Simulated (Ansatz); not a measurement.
CH8OSSi2 can be A, `C[Si](O)([SiH3])S`, or B, `[SiH3]OCS[SiH3]`.

Calculated with Ansatz (gas phase, PBE0-D4/def2-TZVP geometries, no zero-point term in ΔE). CCSD(T)/CBS adds triple-zeta CCSD(T) − MP2 to the extrapolated MP2 energy (def2 sets, frozen cores). Functionals use def2-TZVPP. B3LYP here is the variant with VWN-RPA as its local correlation; programs differ in this. One conformer a species, not always the lowest.

A:

Z-matrix (Å, degrees):
```
C
Si 1 1.864
H 1 1.093 2 110.9
H 1 1.093 2 110.1 3 -120.0
H 1 1.094 2 111.0 3 120.2
O 2 1.651 1 112.5 3 176.2
Si 2 2.338 1 113.9 3 56.5
S 2 2.149 1 104.1 3 -63.2
H 6 0.960 2 116.9 1 69.9
H 7 1.489 2 111.9 1 69.1
H 7 1.488 2 109.7 1 -170.0
H 7 1.488 2 109.3 1 -51.1
H 8 1.344 2 94.8 1 175.5
```

B:

```xyz
13

Si   -0.357    0.808    2.046
O    -0.520    0.725    0.405
C    -1.135   -0.352   -0.243
S    -0.812   -0.324   -2.026
Si    1.319   -0.409   -1.943
H     0.442    2.023    2.315
H    -1.688    0.899    2.706
H     0.336   -0.409    2.551
H    -2.225   -0.305   -0.145
H    -0.784   -1.308    0.162
H     1.939    0.890   -1.582
H     1.763   -0.803   -3.303
H     1.723   -1.434   -0.944
```

**Question.** Which isomer does CCSD(T)/CBS put lower? Give the gap. (Estimate.)

**Answer.** The calculation gave: A, by 39.5 kcal/mol.

**Question.** Give E(B) − E(A) in kcal/mol with MP2/def2-TZVPP, ωB97M-V, PBE0-D4, B3LYP-D4, r2SCAN-D4, HF/def2-TZVPP, B2PLYP. (Estimate.)

**Answer.** Ansatz gave: MP2/def2-TZVPP 39.1, ωB97M-V 38.5, PBE0-D4 41.4, B3LYP-D4 37.9, r2SCAN-D4 40.8, HF/def2-TZVPP 33.4, B2PLYP 37.8. None reverses the order clearly.

Largest T1 diagnostic: 0.012.

In def2-TZVPP, CCSD(T) changes the Hartree–Fock value by +5.2 kcal/mol (the triples alone add +0.3 kcal/mol) and MP2 by +5.7 kcal/mol.
